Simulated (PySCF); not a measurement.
# Dipole moment and polarisability of `C=CO[Si@@H](C)OC`

Species: C4H10O2Si.
Atom-mapped SMILES: `[CH2:1]=[CH:2][O:3][Si@@H:4]([CH3:5])[O:6][CH3:7]` (hydrogens: H8, H9 on C1; H10 on C2; H11 on Si4; H12, H13, H14 on C5; H15, H16, H17 on C7)

Cartesian coordinates in Å at the GFN2-xTB level; atoms count from 1:
```
atom  x, y, z in Å
C1     3.4738    0.0683    0.4002
C2     2.2447    0.5434    0.5037
O3     1.1647   -0.2519    0.5744
Si4   -0.4035    0.1516    0.6754
C5    -0.9690    1.2497   -0.7731
O6    -1.0249   -1.3397    0.6319
C7    -2.3741   -1.6788    0.6618
H8     4.3182    0.7285    0.3461
H9     3.6589   -0.9899    0.3654
H10    2.0469    1.6095    0.5366
H11   -0.6880    0.8248    1.9492
H12   -2.0249    1.4971   -0.7111
H13   -0.4216    2.1875   -0.8078
H14   -0.8063    0.7455   -1.7240
H15   -2.4538   -2.7609    0.5560
H16   -2.9191   -1.1967   -0.1532
H17   -2.8288   -1.3760    1.6081
```

Level: CAM-B3LYP/def2-SVPD (PySCF), static field, nuclei fixed, core orbitals frozen in the response. The polarisability tensor in these axes (au):

```
x   101.84   1.29  -0.38
y     1.29  75.59  -2.74
z    -0.38  -2.74  68.94
```

Question: What are the eigenvalues, a third of the trace, and Δα (Δα² = ½Σ(αi − αj)² over the three pairs)?

Answer: Principal values 67.95, 76.51 and 101.91 au; mean 82.12 au = 12.17 Å³ = 13.54 × 10⁻⁴⁰ C²·m²/J; Δα = 30.59 au (37 % of the mean).

Question: What is the dipole moment, and where does it point?

Answer: (-1.88, 1.34, -0.41) D, 2.35 D in size, pointing from the negative to the positive side. Measured along this direction, the outermost atoms are H9 at the negative end and H12 at the positive end.

Question: What are the principal values of the traceless quadrupole moment, Θ = ½Σq(3rr − r²1), about the centre of nuclear charge?

Answer: -4.79, -2.12, 6.91 D·Å. The values depend on the origin, since the dipole doesn't vanish. The electronic extent ⟨r²⟩ about the same centre is 1234 bohr², a root-mean-square distance of 2.32 Å for the 64 electrons.

Question: Molar refractivity from α?

Answer: Lorentz–Lorenz: R = (4π/3)N_A α = 2.5225 cm³/(mol·Å³) × 12.17 Å³ = 30.7 cm³/mol, in the limit of long wavelengths.

Question: In a dilute gas of rigid molecules at 350 K, how does the orientational term μ²/3kT compare with the electronic polarisability?

Answer: In Gaussian units μ²/3kT = 38.12 Å³ against 12.17 Å³, a ratio of 3.13; the Debye molar polarisation (4π/3)N_A(α + μ²/3kT) is 126.9 cm³/mol, leaving out the vibrational part.

Question: What depolarisation ratio follows for Rayleigh scattering of linearly polarised light, taking the static tensor?

Answer: ρ = 3Δα²/(45ᾱ² + 4Δα²) = 2806.9/(303487 + 3742.6) = 0.00914.

Question: Find the Langevin capture rate constant for NH4+ (18.034 u) meeting this molecule (118.045 u), k = 2.342 × 10⁻⁹ cm³/s × √(α in Å³ / reduced mass in u).

Answer: The reduced mass is 15.64 u, so k = 2.07 × 10⁻⁹ cm³/s. The formula leaves out the permanent dipole, which adds to the capture rate.

The structure is a single GFN2-xTB conformer in the gas phase; no vibrational or solvent corrections.
